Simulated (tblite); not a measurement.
C₅HFNO (doublet state).
Bonds: N1–C2 (triple), C2–C3, C3–C4 (aromatic), C4–C5 (aromatic), C5–O6 (aromatic), O6–C7 (aromatic), C7–F8, C3–C7 (aromatic). Hydrogens: H9 on C4.
Bond orders are those of one Lewis drawing.

Computed with GFN2-xTB (tblite), gas phase: L-BFGS steps from a force-field or distance-geometry start until the largest atomic force falls under 0.01 eV/Å.

Step 10: E = -619.4544 eV
```
atom  x, y, z in Å  |  force x, y, z in eV/Å
N1      2.8926   -0.0268   -0.1048    0.014  -0.057   0.005
C2      1.7480   -0.0488   -0.0610    0.008   0.019  -0.004
C3      0.3485   -0.0344   -0.0121    0.035   0.030   0.002
C4     -0.5413   -1.1770    0.0683    0.065   0.066  -0.014
C5     -1.7650   -0.6243    0.0826    0.064   0.020   0.004
O6     -1.7595    0.7058    0.0257   -0.041   0.028  -0.001
C7     -0.4719    1.0640   -0.0324   -0.061  -0.043   0.008
F8     -0.1932    2.3511   -0.0948   -0.040  -0.098   0.000
H9     -0.2445   -2.2036    0.1034   -0.043   0.036  -0.001
```

Step 11: E = -619.4553 eV
```
atom  x, y, z in Å  |  force x, y, z in eV/Å
N1      2.8954   -0.0289   -0.1046    0.077  -0.060   0.001
C2      1.7513   -0.0498   -0.0614   -0.120   0.042   0.004
C3      0.3505   -0.0324   -0.0120    0.020   0.030  -0.002
C4     -0.5393   -1.1745    0.0679    0.050   0.009  -0.008
C5     -1.7641   -0.6248    0.0827    0.046   0.025   0.003
O6     -1.7613    0.7053    0.0259   -0.014   0.017  -0.001
C7     -0.4743    1.0635   -0.0321   -0.005  -0.038   0.005
F8     -0.1964    2.3502   -0.0949   -0.036  -0.061   0.000
H9     -0.2482   -2.2026    0.1034   -0.017   0.036  -0.003
```

**Question.** Estimate the geometry and energy of step 12. (The exact step hangs on the optimiser's Hessian estimate; all steps are aligned on step 11, rigid shifts and turns removed.)

**Answer.** E = -619.4558 eV, largest force 0.113 eV/Å
```
atom  x, y, z in Å  |  force x, y, z in eV/Å
N1      2.8970   -0.0313   -0.1044    0.053  -0.059   0.001
C2      1.7527   -0.0496   -0.0616   -0.101   0.051   0.005
C3      0.3518   -0.0308   -0.0119    0.009   0.005  -0.004
C4     -0.5370   -1.1730    0.0675   -0.011   0.019  -0.004
C5     -1.7628   -0.6244    0.0827    0.043  -0.009   0.004
O6     -1.7625    0.7054    0.0260    0.006  -0.002   0.000
C7     -0.4757    1.0625   -0.0319    0.014   0.002   0.001
F8     -0.1992    2.3486   -0.0950   -0.024  -0.013  -0.002
H9     -0.2507   -2.2014    0.1034    0.010   0.007  -0.003
```

The energy changes by -0.0005 eV. The first-order estimate −F·Δx gives -0.0007 eV and the mean of the old and new forces, exact on a quadratic surface, -0.0005 eV. The step makes an angle of 58° with the force vector and moves no atom by more than 0.003 Å.

The cost below is that of the whole relaxation. The run took 0.12 s wall on an Arm Neoverse V1 with one thread, no GPU (shared host).
